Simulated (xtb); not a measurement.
xtb input:

```bash
xtb mol.xyz --gfn 2 --ohess tight --chrg -1 --uhf 0
```
mol.xyz:
```
3

Si     0.20377300    -0.19145511     0.38066135
O      1.04756182    -0.13094140    -0.85347975
F     -1.25871779     0.31938871     0.47722655
```

Problem. Which total energy does the run end on?

Solution. -10.77509 Eh (GFN2-xTB).
